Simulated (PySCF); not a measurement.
This PySCF input asks for the NMR shieldings of `C=C[CH2][Al@H-]([NH3+])[C](=C)BC`, C6H15AlBN; the geometry comes from GFN2-xTB.

```python
import basis_set_exchange as bse
import numpy as np
from pyscf import gto, dft
from pyscf.prop import nmr

atoms = """
C     2.455714    1.273250   -0.232482
C     2.730273   -0.007465    0.021978
C     1.935238   -0.876273    0.909898
Al    0.164905   -1.473838    0.074024
N     0.303022   -0.404801   -1.689390
C    -1.512531   -0.605779    0.814201
C    -2.315384   -1.650699    1.027519
B    -1.675106    0.887238    0.990256
C    -2.138491    1.804511   -0.224654
H     1.665681    1.787569    0.293948
H     3.041161    1.863580   -0.919104
H     3.547255   -0.480507   -0.513730
H     2.546454   -1.707190    1.275860
H     1.612979   -0.306104    1.794326
H    -0.010056   -2.931602   -0.417929
H    -0.576022    0.031894   -1.954477
H     0.964532    0.337863   -1.407299
H     0.691829   -0.875557   -2.503194
H    -3.324923   -1.569261    1.411654
H    -1.988374   -2.669969    0.817746
H    -1.355959    1.416299    1.991169
H    -1.338594    2.477993   -0.534432
H    -2.962714    2.445621    0.085103
H    -2.472625    1.252990   -1.103434
"""
names = dict.fromkeys(["C", "Al", "N", "B", "H"], "pcSseg-1")
basis = {el: gto.basis.parse(bse.get_basis(n, elements=[el], fmt="nwchem")) for el, n in names.items()}
mol = gto.M(atom=atoms, basis=basis, charge=0, verbose=0)
mf = dft.RKS(mol, xc="PBE0")
mf.grids.level = 2
mf.grids.alignment = dft.numint.BLKSIZE   # the property module wants whole blocks of grid points
mf.conv_tol = 1e-9
mf.kernel()

calc = nmr.RKS(mf)   # GIAO
C = mf.mo_coeff
Co = C[:, mf.mo_occ > 0]
resp = mf.gen_response(singlet=True, hermi=2)
def vind(x):   # induced exchange potential for any number of trial vectors
    d = np.einsum("pi,xij,qj->xpq", C, 2 * x.reshape(-1, C.shape[1], Co.shape[1]), Co, optimize=True)
    return np.einsum("xpq,pi,qj->xij", resp(d - d.transpose(0, 2, 1)), C, Co, optimize=True).ravel()
mo1, _ = nmr.rhf.solve_mo1(calc, with_cphf=vind)
sigma = calc.kernel(mo1)
for i, s in enumerate(sigma):   # ppm
    w = np.linalg.eigvalsh((s + s.T) / 2)
    print("%2d %-2s iso %8.1f  s11 %8.1f  s22 %8.1f  s33 %8.1f" % (i, mol.atom_pure_symbol(i), w.mean(), *w))
```

Q: What are the results?

A: 
```
 0 C  iso     78.4  s11    -26.9  s22    103.7  s33    158.5
 1 C  iso     25.7  s11   -102.0  s22     15.1  s33    164.2
 2 C  iso    161.6  s11    134.2  s22    163.2  s33    187.4
 3 Al iso    433.4  s11    354.9  s22    453.5  s33    491.8
 4 N  iso    231.8  s11    206.3  s22    236.4  s33    252.6
 5 C  iso    -10.5  s11    -87.6  s22    -62.8  s33    118.8
 6 C  iso     60.3  s11    -33.6  s22     52.1  s33    162.4
 7 B  iso     24.9  s11    -50.6  s22     -2.5  s33    127.9
 8 C  iso    172.6  s11    155.8  s22    178.6  s33    183.5
 9 H  iso     27.0  s11     23.8  s22     26.5  s33     30.8
10 H  iso     26.8  s11     23.7  s22     26.3  s33     30.3
11 H  iso     25.1  s11     22.1  s22     26.1  s33     27.0
12 H  iso     29.9  s11     25.9  s22     28.2  s33     35.7
13 H  iso     29.7  s11     27.1  s22     27.5  s33     34.4
14 H  iso     27.6  s11     24.8  s22     25.7  s33     32.5
15 H  iso     29.9  s11     23.1  s22     25.9  s33     40.6
16 H  iso     26.0  s11     17.9  s22     19.4  s33     40.9
17 H  iso     30.5  s11     24.6  s22     25.4  s33     41.6
18 H  iso     25.6  s11     23.8  s22     24.3  s33     28.9
19 H  iso     25.6  s11     23.4  s22     23.6  s33     29.6
20 H  iso     23.9  s11     18.0  s22     25.7  s33     28.1
21 H  iso     30.9  s11     27.2  s22     29.9  s33     35.7
22 H  iso     30.6  s11     26.6  s22     28.0  s33     37.1
23 H  iso     31.1  s11     28.1  s22     31.3  s33     33.8
```

These numbers come from an equivalent density-fitted implementation of the same equations, which agrees with the script to about 0.01 ppm for H and up to a few tenths of a ppm for heavy atoms, so last digits may differ.

Size and cost of the density-fitted run: 235 basis functions, 110 s wall time on 1 thread of an Arm Neoverse V1, shared host; peak memory 1.1 GiB.
